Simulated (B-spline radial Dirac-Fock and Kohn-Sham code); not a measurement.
# Auger decay of the 3p1/2 hole in Cd⁶⁺

System: cadmium as Cd⁶⁺, configuration [Kr] 4d6.

Method: independent-particle radiative and Coulomb Auger rates from relativistic LDA hole-state orbitals, with Dirac-Fock energies. Computed with an atomic code on a B-spline grid. Kinetic energies are configuration averages from the vacuum level; the two-hole energies are estimated from single-hole states.

```
transition  kinetic energy (eV)  width (meV)  share (%)
   M2-M5N1                 3.82          107        3.3
   M2-M4N2                39.98          630       19.4
   M2-M5N2                46.43          790       24.3
   M2-M4N3                46.55          983       30.3
   M2-M5N3                53.43         85.9        2.6
   M2-M4N4                111.9          139        4.3
   M2-M4N5                112.7          143        4.4
   M2-N2N3                395.0         97.3        3.0
   M2-N2N5                460.0         83.7        2.6
   M2-N2N4                460.1         49.7        1.5
```

Coster-Kronig rates are the weakest part of this model and often come out 1.5 to 2.5 times too large. The listed channels hold 96 % of the non-radiative rate. Summed by principal shells, of 3.25 eV in all: MMN 89.7 %, MNN 10.3 %.
